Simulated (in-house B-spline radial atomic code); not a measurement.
HSE06 excitations of Zr4+

Method: HSE06. Computed with a B-spline radial code for spherical atoms: linear response of the closed shell [Ar] 3d10 4s2 4p6 with the functional's adiabatic kernel; scalar-relativistic (spin-free one-electron X2C), finite nucleus, no spin-orbit coupling, no double excitations, S, P, D and F terms only; shells from n = 2 respond. Only terms of natural parity with L up to 3 were computed.

Command:
```bash
python run_td.py task.json out
```
Settings (radii: box in bohr, nucleus in fm):
```
Z                        40
electrons                36
configuration            [Ar] 3d10 4s2 4p6
hamiltonian              x2c
method                   hse06
box_radius               19.1
rms_radius               4.2694
intervals                71
```

Run time, properties included: 1.9 s on 1 thread of Intel(R) Xeon(R) Platinum 8488C (Sapphire Rapids) (shared host).

The lowest states, in the order of their Tamm-Dancoff energies; the method's threshold (minus the highest occupied level) is 74.62 eV. Labels give the largest channel, * marks a mixed state, and oscillator strengths are full-response dipole values. Semilocal kernels can invert the small singlet-triplet splittings of Rydberg terms. Energies in eV:

```tsv
state	full response	Tamm-Dancoff	oscillator strength
4p → 4d 3P	?	?	-
4p → 4d 3F	30.76	30.91	-
4p → 4d 1F	33.15	33.17	-
4p → 5s 3P	?	?	-
```

**Question.** Where does 4p → 5s 3P lie?

**Answer.** At 39.82 eV in full response, 39.84 eV in Tamm-Dancoff.

**Question.** Where does 4p → 4d 3P lie?

**Answer.** At 30.36 eV in full response, 30.44 eV in Tamm-Dancoff.

**Question.** How large is the singlet-triplet splitting of 4p → 4d (F terms) in Tamm-Dancoff?

**Answer.** 2.26 eV, from the unrounded values.

**Question.** What polarisabilities and dispersion coefficient does the method give?

**Answer.** Dipole 2.991 bohr³, quadrupole 5.887 bohr⁵, C6 10.79 hartree·bohr⁶ for two such species.
